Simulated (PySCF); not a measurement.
## SMILES FC(F)=C(F)C1CC=CC1, C7H7F3

Molfile (atoms numbered from 1):
```
C7H7F3
     RDKit          3D

 17 17  0  0  0  0  0  0  0  0999 V2000
    3.1954    0.6725   -0.0142 F   0  0  0  0  0  0  0  0  0  0  0  0
    2.6553   -0.4693    0.4048 C   0  0  0  0  0  0  0  0  0  0  0  0
    3.5972   -1.3059    0.8193 F   0  0  0  0  0  0  0  0  0  0  0  0
    1.3484   -0.6972    0.3923 C   0  0  0  0  0  0  0  0  0  0  0  0
    0.9035   -1.8891    0.8392 F   0  0  0  0  0  0  0  0  0  0  0  0
    0.3011    0.2545   -0.0778 C   0  0  0  0  0  0  0  0  0  0  0  0
   -0.5429   -0.3193   -1.2396 C   0  0  0  0  0  0  0  0  0  0  0  0
   -1.9205    0.1974   -0.9512 C   0  0  0  0  0  0  0  0  0  0  0  0
   -2.0207    0.6905    0.2700 C   0  0  0  0  0  0  0  0  0  0  0  0
   -0.7285    0.5952    1.0245 C   0  0  0  0  0  0  0  0  0  0  0  0
    0.7972    1.1697   -0.4067 H   0  0  0  0  0  0  0  0  0  0  0  0
   -0.1653   -0.0027   -2.2116 H   0  0  0  0  0  0  0  0  0  0  0  0
   -0.5471   -1.4128   -1.2195 H   0  0  0  0  0  0  0  0  0  0  0  0
   -2.7086    0.1242   -1.6792 H   0  0  0  0  0  0  0  0  0  0  0  0
   -2.9059    1.0960    0.7266 H   0  0  0  0  0  0  0  0  0  0  0  0
   -0.4737    1.5160    1.5487 H   0  0  0  0  0  0  0  0  0  0  0  0
   -0.7918   -0.2076    1.7645 H   0  0  0  0  0  0  0  0  0  0  0  0
  1  2  1  0
  2  3  1  0
  2  4  2  3
  4  5  1  0
  4  6  1  0
  6  7  1  0
  7  8  1  0
  8  9  2  0
  9 10  1  0
 10  6  1  0
  6 11  1  0
  7 12  1  0
  7 13  1  0
  8 14  1  0
  9 15  1  0
 10 16  1  0
 10 17  1  0
M  END
```

Computed, not measured: GIAO KT3/pcSseg-1 magnetisability, rotational g tensor and spin-rotation constants, non-relativistic, gas phase in PySCF. Geometry: GFN2-xTB.

(1) Give the nuclear spin-rotation constants along the inertial axes (H = +C I·J) beside the isotropic shieldings.

Results:

(1) Rotational constants 2.9037, 0.7552, 0.7055 GHz. A star marks the isotopologue with that one atom substituted, in its own axes.
| atom | isotope | Caa (kHz) | Cbb (kHz) | Ccc (kHz) | mean (kHz) | σ (ppm) |
| --- | --- | --- | --- | --- | --- | --- |
| F1 | 19F | 2.737 | 0.746 | 0.902 | 1.462 | 285.6 |
| F3 | 19F | 3.473 | 0.997 | 0.759 | 1.743 | 263.3 |
| F5 | 19F | 1.925 | 0.790 | 0.207 | 0.974 | 356.2 |
| H11 | 1H | -0.240 | 0.030 | -0.085 | -0.098 | 28.5 |
| H12 | 1H | -0.295 | -0.036 | -0.015 | -0.116 | 29.2 |
| H13 | 1H | -0.278 | 0.009 | -0.058 | -0.109 | 28.9 |
| H14 | 1H | 0.110 | -0.088 | -0.027 | -0.001 | 26.0 |
| H15 | 1H | 0.111 | -0.088 | -0.027 | -0.001 | 26.0 |
| H16 | 1H | -0.296 | -0.037 | -0.015 | -0.116 | 29.2 |
| H17 | 1H | -0.278 | 0.010 | -0.058 | -0.109 | 28.9 |
| C2 | 13C* | 1.034 | 0.323 | 0.199 | 0.519 | 26.8 |
| C4 | 13C* | 1.055 | 0.256 | 0.171 | 0.494 | 54.9 |
| C6 | 13C* | 0.517 | 0.155 | 0.113 | 0.262 | 143.5 |
| C7 | 13C* | 0.442 | 0.156 | 0.127 | 0.242 | 144.4 |
| C8 | 13C* | 1.342 | 0.127 | 0.210 | 0.560 | 58.9 |

For the geometry as given, no vibrational averaging.
